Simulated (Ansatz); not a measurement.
Ansatz (a program for electronic structure) input (B3LYP-D3(BJ)/def2-TZVP):

Ansatz 0.2 input:
```yaml
crystal:
  periodic: [false, false, false]
  atoms:
    - {symbol: C, position_ang: [3.46197317, -0.09755861, 0.12141730]}
    - {symbol: C, position_ang: [2.08086785, -0.74098448, 0.14073242]}
    - {symbol: C, position_ang: [0.97542227, 0.27753915, -0.12713708]}
    - {symbol: C, position_ang: [-0.41083922, -0.36035192, -0.10090972]}
    - {symbol: C, position_ang: [-1.51813089, 0.66421411, -0.36685131]}
    - {symbol: C, position_ang: [-2.86667089, 0.01981075, -0.35040979]}
    - {symbol: C, position_ang: [-3.83652711, 0.32993082, 0.48866773]}
    - {symbol: H, position_ang: [3.65659457, 0.35899755, -0.84673000]}
    - {symbol: H, position_ang: [3.53322705, 0.67538189, 0.88370160]}
    - {symbol: H, position_ang: [4.23372595, -0.83972243, 0.31215023]}
    - {symbol: H, position_ang: [2.03675601, -1.52832585, -0.61543319]}
    - {symbol: H, position_ang: [1.91182130, -1.20820265, 1.11368620]}
    - {symbol: H, position_ang: [1.14199362, 0.74151429, -1.10256403]}
    - {symbol: H, position_ang: [1.02399231, 1.06751069, 0.62632994]}
    - {symbol: H, position_ang: [-0.58055574, -0.82291365, 0.87436531]}
    - {symbol: H, position_ang: [-0.46097308, -1.14997850, -0.85455421]}
    - {symbol: H, position_ang: [-1.47490007, 1.45434530, 0.38538087]}
    - {symbol: H, position_ang: [-1.34906913, 1.11919423, -1.34758100]}
    - {symbol: H, position_ang: [-3.01237832, -0.76184508, -1.08555196]}
    - {symbol: H, position_ang: [-3.71650348, 1.10207180, 1.23136936]}
    - {symbol: H, position_ang: [-4.79198956, -0.16638836, 0.46939599]}
basis:
  gaussian:
    orbitals: def2-TZVP
hamiltonian:
  xc: b3lyp
  dispersion: d3bj
relax: {f_tol: 0.002, max_steps: 150}
```

Output:

```
Functional definition: B3LYP
integrals: 0.28 GiB planned
1876 factors; their error is unknown
0.37 GiB of the device are held for the grids
1.78 GiB of device memory are held for the factors and their scratch space
mean field: 2.01 GiB planned
mean field evaluation 1: about -7471.0312 eV, gradient 9.0e1 eV
mean field evaluation 2: about -7459.1046 eV, gradient 1.1e2 eV
mean field evaluation 4: about -7490.3338 eV, gradient 8.6e0 eV
mean field evaluation 8: about -7490.4484 eV, gradient 7.5e-1 eV
mean field evaluation 16: about -7490.4492 eV, gradient 8.6e-5 eV
mean field -7490.44924670 eV, -275.2689326073 hartree, gradient 2.6e-5 eV, S^2 0.000000; 0 other end points of the search recorded, 0 dependent functions left out
the calculation of the forces begins
reference -7490.44961537 eV, -275.2689461556 hartree; 28, 28 occupied and 273, 273 virtual orbitals, 1876 factors
relax step   1: F+E_penalty+E_count = -7491.18901344 eV  Δ(F+E_penalty+E_count) = +0.000e0 eV  max|allowed force component| = 4.841e-1 eV/Å  Δτ_max = 0.0000 Å  (29 SCF iters, accepted)
these checks for a lower state are left out or cut short: starts, cluster_reference, orbital_swaps, neighbouring_geometries, increment
integrals: 0.28 GiB planned
1876 factors; their error is unknown
0.37 GiB of the device are held for the grids
1.77 GiB of device memory are held for the factors and their scratch space
mean field: 2.00 GiB planned
mean field -7490.47343348 eV, -275.2698214550 hartree, gradient 1.8e-5 eV, S^2 0.000000; 0 other end points of the search recorded, 0 dependent functions left out
the calculation of the forces begins
reference -7490.47380468 eV, -275.2698350963 hartree; 28, 28 occupied and 273, 273 virtual orbitals, 1876 factors
relax step   2: F+E_penalty+E_count = -7491.20703075 eV  Δ(F+E_penalty+E_count) = -1.802e-2 eV  max|allowed force component| = 1.959e-1 eV/Å  Δτ_max = 0.0466 Å  (31 SCF iters, accepted)
these checks for a lower state are left out or cut short: starts, cluster_reference, orbital_swaps, neighbouring_geometries, increment
integrals: 0.28 GiB planned
1876 factors; their error is unknown
0.37 GiB of the device are held for the grids
1.77 GiB of device memory are held for the factors and their scratch space
mean field: 2.00 GiB planned
mean field evaluation 32: about -7490.4762 eV, gradient 1.8e-5 eV
mean field -7490.47624148 eV, -275.2699246471 hartree, gradient 1.8e-5 eV, S^2 0.000000; 0 other end points of the search recorded, 0 dependent functions left out
the calculation of the forces begins
reference -7490.47661307 eV, -275.2699383028 hartree; 28, 28 occupied and 273, 273 virtual orbitals, 1876 factors
relax step   3: F+E_penalty+E_count = -7491.21022052 eV  Δ(F+E_penalty+E_count) = -3.190e-3 eV  max|allowed force component| = 9.496e-2 eV/Å  Δτ_max = 0.0360 Å  (31 SCF iters, accepted)
these checks for a lower state are left out or cut short: starts, cluster_reference, orbital_swaps, neighbouring_geometries, increment
integrals: 0.28 GiB planned
1876 factors; their error is unknown
0.37 GiB of the device are held for the grids
1.77 GiB of device memory are held for the factors and their scratch space
mean field: 2.00 GiB planned
mean field -7490.47621960 eV, -275.2699238430 hartree, gradient 1.8e-5 eV, S^2 0.000000; 0 other end points of the search recorded, 0 dependent functions left out
the calculation of the forces begins
reference -7490.47659128 eV, -275.2699375021 hartree; 28, 28 occupied and 273, 273 virtual orbitals, 1876 factors
relax step   4: F+E_penalty+E_count = -7491.21024377 eV  Δ(F+E_penalty+E_count) = -2.325e-5 eV  max|allowed force component| = 5.201e-2 eV/Å  Δτ_max = 0.0397 Å  (30 SCF iters, accepted)
these checks for a lower state are left out or cut short: starts, cluster_reference, orbital_swaps, neighbouring_geometries, increment
integrals: 0.28 GiB planned
1876 factors; their error is unknown
0.37 GiB of the device are held for the grids
1.77 GiB of device memory are held for the factors and their scratch space
mean field: 2.00 GiB planned
mean field -7490.47666359 eV, -275.2699401597 hartree, gradient 1.8e-5 eV, S^2 0.000000; 0 other end points of the search recorded, 0 dependent functions left out
the calculation of the forces begins
reference -7490.47703520 eV, -275.2699538158 hartree; 28, 28 occupied and 273, 273 virtual orbitals, 1876 factors
relax step   5: F+E_penalty+E_count = -7491.21096916 eV  Δ(F+E_penalty+E_count) = -7.254e-4 eV  max|allowed force component| = 2.731e-2 eV/Å  Δτ_max = 0.0254 Å  (31 SCF iters, accepted)
these checks for a lower state are left out or cut short: starts, cluster_reference, orbital_swaps, neighbouring_geometries, increment
integrals: 0.28 GiB planned
1876 factors; their error is unknown
0.37 GiB of the device are held for the grids
1.77 GiB of device memory are held for the factors and their scratch space
mean field: 2.00 GiB planned
mean field -7490.47682355 eV, -275.2699460379 hartree, gradient 1.8e-5 eV, S^2 0.000000; 0 other end points of the search recorded, 0 dependent functions left out
the calculation of the forces begins
reference -7490.47719514 eV, -275.2699596937 hartree; 28, 28 occupied and 273, 273 virtual orbitals, 1876 factors
relax step   6: F+E_penalty+E_count = -7491.21105761 eV  Δ(F+E_penalty+E_count) = -8.845e-5 eV  max|allowed force component| = 1.807e-2 eV/Å  Δτ_max = 0.0030 Å  (32 SCF iters, accepted)
these checks for a lower state are left out or cut short: starts, cluster_reference, orbital_swaps, neighbouring_geometries, increment
integrals: 0.28 GiB planned
1876 factors; their error is unknown
0.37 GiB of the device are held for the grids
1.77 GiB of device memory are held for the factors and their scratch space
mean field: 2.00 GiB planned
mean field -7490.47673310 eV, -275.2699427138 hartree, gradient 1.8e-5 eV, S^2 0.000000; 0 other end points of the search recorded, 0 dependent functions left out
the calculation of the forces begins
reference -7490.47710479 eV, -275.2699563733 hartree; 28, 28 occupied and 273, 273 virtual orbitals, 1876 factors
relax step   7: F+E_penalty+E_count = -7491.21108909 eV  Δ(F+E_penalty+E_count) = -3.148e-5 eV  max|allowed force component| = 1.120e-2 eV/Å  Δτ_max = 0.0106 Å  (31 SCF iters, accepted)
these checks for a lower state are left out or cut short: starts, cluster_reference, orbital_swaps, neighbouring_geometries, increment
integrals: 0.28 GiB planned
1876 factors; their error is unknown
0.37 GiB of the device are held for the grids
1.77 GiB of device memory are held for the factors and their scratch space
mean field: 2.00 GiB planned
mean field evaluation 64: about -7490.4768 eV, gradient 6.2e-4 eV
mean field -7490.47681669 eV, -275.2699457859 hartree, gradient 1.8e-5 eV, S^2 0.000000; 0 other end points of the search recorded, 0 dependent functions left out
the calculation of the forces begins
reference -7490.47718842 eV, -275.2699594467 hartree; 28, 28 occupied and 273, 273 virtual orbitals, 1876 factors
relax step   8: F+E_penalty+E_count = -7491.21112252 eV  Δ(F+E_penalty+E_count) = -3.343e-5 eV  max|allowed force component| = 3.539e-3 eV/Å  Δτ_max = 0.0032 Å  (32 SCF iters, accepted)
these checks for a lower state are left out or cut short: starts, cluster_reference, orbital_swaps, neighbouring_geometries, increment
integrals: 0.28 GiB planned
1876 factors; their error is unknown
0.37 GiB of the device are held for the grids
1.77 GiB of device memory are held for the factors and their scratch space
mean field: 2.00 GiB planned
mean field -7490.47683146 eV, -275.2699463287 hartree, gradient 1.8e-5 eV, S^2 0.000000; 0 other end points of the search recorded, 0 dependent functions left out
the calculation of the forces begins
reference -7490.47720322 eV, -275.2699599905 hartree; 28, 28 occupied and 273, 273 virtual orbitals, 1876 factors
relax step   9: F+E_penalty+E_count = -7491.21113399 eV  Δ(F+E_penalty+E_count) = -1.148e-5 eV  max|allowed force component| = 6.353e-3 eV/Å  Δτ_max = 0.0064 Å  (32 SCF iters, accepted)
these checks for a lower state are left out or cut short: starts, cluster_reference, orbital_swaps, neighbouring_geometries, increment
integrals: 0.28 GiB planned
1876 factors; their error is unknown
0.37 GiB of the device are held for the grids
1.77 GiB of device memory are held for the factors and their scratch space
mean field: 2.01 GiB planned
mean field -7490.47683130 eV, -275.2699463227 hartree, gradient 1.8e-5 eV, S^2 0.000000; 0 other end points of the search recorded, 0 dependent functions left out
the calculation of the forces begins
reference -7490.47720311 eV, -275.2699599864 hartree; 28, 28 occupied and 273, 273 virtual orbitals, 1876 factors
relax step  10: F+E_penalty+E_count = -7491.21114424 eV  Δ(F+E_penalty+E_count) = -1.025e-5 eV  max|allowed force component| = 4.395e-3 eV/Å  Δτ_max = 0.0044 Å  (32 SCF iters, accepted)
these checks for a lower state are left out or cut short: starts, cluster_reference, orbital_swaps, neighbouring_geometries, increment
integrals: 0.28 GiB planned
1876 factors; their error is unknown
0.37 GiB of the device are held for the grids
1.77 GiB of device memory are held for the factors and their scratch space
mean field: 2.00 GiB planned
mean field -7490.47683079 eV, -275.2699463041 hartree, gradient 1.8e-5 eV, S^2 0.000000; 0 other end points of the search recorded, 0 dependent functions left out
the calculation of the forces begins
reference -7490.47720263 eV, -275.2699599690 hartree; 28, 28 occupied and 273, 273 virtual orbitals, 1876 factors
relax step  11: F+E_penalty+E_count = -7491.21114712 eV  Δ(F+E_penalty+E_count) = -2.882e-6 eV  max|allowed force component| = 3.001e-3 eV/Å  Δτ_max = 0.0021 Å  (32 SCF iters, accepted)
these checks for a lower state are left out or cut short: starts, cluster_reference, orbital_swaps, neighbouring_geometries, increment
integrals: 0.28 GiB planned
1876 factors; their error is unknown
0.37 GiB of the device are held for the grids
1.77 GiB of device memory are held for the factors and their scratch space
mean field: 2.00 GiB planned
mean field -7490.47682755 eV, -275.2699461849 hartree, gradient 1.8e-5 eV, S^2 0.000000; 0 other end points of the search recorded, 0 dependent functions left out
the calculation of the forces begins
reference -7490.47719941 eV, -275.2699598505 hartree; 28, 28 occupied and 273, 273 virtual orbitals, 1876 factors
relax step  12: F+E_penalty+E_count = -7491.21114827 eV  Δ(F+E_penalty+E_count) = -1.148e-6 eV  max|allowed force component| = 1.948e-3 eV/Å  Δτ_max = 0.0019 Å  (32 SCF iters, accepted)
integrals: 0.28 GiB planned
1876 factors; their error is unknown
0.37 GiB of the device are held for the grids
1.77 GiB of device memory are held for the factors and their scratch space
mean field: 2.00 GiB planned
mean field evaluation 96: about -7490.5330 eV, gradient 7.4e-1 eV
mean field -7490.47682755 eV, -275.2699461849 hartree, gradient 1.8e-5 eV, S^2 0.000000; 1 other end points of the search recorded, 0 dependent functions left out
the calculation of the forces begins
reference -7490.47719941 eV, -275.2699598505 hartree; 28, 28 occupied and 273, 273 virtual orbitals, 1876 factors
Total energy: -7491.21152013 eV, -275.2969456392 hartree
Atom 0 at     3.490573    -0.102436     0.108864 Å, force     0.000131     0.000233    -0.000216 eV/Å
Atom 1 at     2.102227    -0.734725     0.144290 Å, force     0.000272    -0.001055     0.000064 eV/Å
Atom 2 at     0.981427     0.266780    -0.122847 Å, force    -0.000009     0.001192    -0.000212 eV/Å
Atom 3 at    -0.410898    -0.355933    -0.086157 Å, force    -0.000285    -0.000277    -0.000024 eV/Å
Atom 4 at    -1.530765     0.657223    -0.350451 Å, force     0.000699    -0.000016     0.000351 eV/Å
Atom 5 at    -2.890246     0.031390    -0.358274 Å, force    -0.001948    -0.000382     0.000146 eV/Å
Atom 6 at    -3.877384     0.330596     0.476271 Å, force     0.001002     0.001416    -0.000625 eV/Å
Atom 7 at     3.692175     0.348282    -0.865981 Å, force    -0.000109     0.000004    -0.000092 eV/Å
Atom 8 at     3.582580     0.685046     0.860858 Å, force     0.000126    -0.000026    -0.000079 eV/Å
Atom 9 at     4.271672    -0.839954     0.302259 Å, force    -0.000057    -0.000041     0.000136 eV/Å
Atom 10 at     2.047428    -1.540763    -0.594739 Å, force     0.000005     0.000026     0.000232 eV/Å
Atom 11 at     1.938514    -1.205441     1.119119 Å, force    -0.000087     0.000217    -0.000062 eV/Å
Atom 12 at     1.142525     0.737440    -1.099425 Å, force     0.000035     0.000106     0.000320 eV/Å
Atom 13 at     1.036383     1.075046     0.615194 Å, force     0.000068    -0.000117    -0.000013 eV/Å
Atom 14 at    -0.578961    -0.825813     0.887870 Å, force    -0.000224    -0.000099     0.000153 eV/Å
Atom 15 at    -0.469469    -1.160521    -0.827176 Å, force     0.000316    -0.000025    -0.000204 eV/Å
Atom 16 at    -1.495087     1.450804     0.401415 Å, force     0.000268    -0.000224     0.000312 eV/Å
Atom 17 at    -1.346332     1.134506    -1.320389 Å, force    -0.000223    -0.000063    -0.000684 eV/Å
Atom 18 at    -3.051313    -0.740144    -1.108150 Å, force     0.000999    -0.000181    -0.000370 eV/Å
Atom 19 at    -3.760172     1.090536     1.241148 Å, force    -0.000460    -0.000362     0.000394 eV/Å
Atom 20 at    -4.837042    -0.167681     0.425777 Å, force    -0.000520    -0.000324     0.000471 eV/Å
Dipole moment:     0.090162    -0.015653    -0.025404 e Å
```
